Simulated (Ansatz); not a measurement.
Species: [Ti(H)4] (charge 0, multiplicity 1).

**Question.** Give a relaxed geometry from r2SCAN-D4/def2-SVP (Ansatz, an electronic-structure program).

**Answer.** the end point of this relaxation.
Z-matrix (Å, degrees):
```
Ti
H 1 1.6917
H 1 1.6917 2 109.47
H 1 1.6917 2 109.47 3 -120.00
H 1 1.6917 2 109.47 4 -120.00
```
